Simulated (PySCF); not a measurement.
## Rb₂Se: bend–stretch map

These are results of PySCF, PBE0, basis Se def2-TZVP, Rb def2-TZVP with ECP28 (scalar-relativistic core potentials, no spin–orbit coupling, density fitting), not measurements.

Rigid scan from the singlet minimum (Se–Rb 3.016 Å (×2); Rb–Se–Rb 152.1°). Coordinate: rows scale both bonds, columns set the Rb–Se–Rb angle. Energies in kJ/mol from the minimum.

**Question.** Give the energy map for rows 0.94, 0.97, 1.00, 1.03, 1.06, 1.10 and columns 90, 105, 120, 135, 150, 165, 180.

**Answer.** 
| scale \ angle | 90 | 105 | 120 | 135 | 150 | 165 | 180 |
| --- | --- | --- | --- | --- | --- | --- | --- |
| 0.94 | 54.5 | 32.7 | 22.5 | 18.2 | 16.4 | 16.0 | 16.0 |
| 0.97 | 36.0 | 16.8 | 8.3 | 5.0 | 3.7 | 3.5 | 3.6 |
| 1.00 | 26.9 | 10.1 | 3.2 | 0.8 | 0.0 | 0.2 | 0.3 |
| 1.03 | 25.1 | 10.3 | 4.8 | 3.4 | 3.0 | 3.7 | 3.9 |
| 1.06 | 28.7 | 15.9 | 11.6 | 11.0 | 11.2 | 12.2 | 12.6 |
| 1.10 | 39.8 | 29.1 | 26.1 | 26.5 | 27.3 | 29.0 | 29.6 |

**Question.** And the size of the dipole moment (D) on the same grid?

**Answer.** 
```tsv
scale \ angle	90	105	120	135	150	165	180
0.94	10.78	9.45	7.89	6.12	4.18	2.12	0.00
0.97	11.09	9.73	8.13	6.31	4.31	2.19	0.00
1.00	11.37	9.99	8.36	6.49	4.44	2.25	0.00
1.03	11.65	10.24	8.57	6.65	4.54	2.31	0.00
1.06	11.91	10.48	8.77	6.80	4.64	2.35	0.00
1.10	12.24	10.79	9.02	6.98	4.75	2.40	0.00
```

The bond scale of lowest energy on the grid is 1.03 at 90°, 1.00 at 105°, 1.00 at 120°, 1.00 at 135°, 1.00 at 150°, 1.00 at 165°, 1.00 at 180°.
